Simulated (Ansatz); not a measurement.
A structure relaxed at PBE0-D4/def2-TZVP, charge 0, multiplicity 1:

```xyz
13

N    -1.714   -1.075   -0.636
Ge   -0.383   -0.420   -1.688
O     1.136   -0.086   -0.779
Si    1.332    0.249    0.786
N     0.148    1.373    1.305
Cl    1.028   -1.398    1.994
H    -1.973   -0.452    0.118
H    -1.533   -1.991   -0.251
H    -0.824    0.929   -2.269
H     0.008   -1.468   -2.732
H     2.743    0.642    0.972
H     0.138    2.298    0.902
H    -0.106    1.400    2.279
```

Give its formula and SMILES.

ClGeH7N2OSi, `[NH2][GeH2][O][SiH](N)Cl`.

Point group (tolerance 0.08 Å, 0.16 Å for H)?

C1.

Summarise the bond lengths by kind.

1 × Ge–N 1.819 Å; 4 × H–N 1.008 to 1.012 Å; 1 × Ge–O 1.802 Å; 2 × Ge–H 1.530 to 1.533 Å; 1 × O–Si 1.612 Å; 1 × N–Si 1.712 Å; 1 × Cl–Si 2.065 Å; 1 × H–Si 1.477 Å.

Results of the Gaussian-basis code of Ansatz.
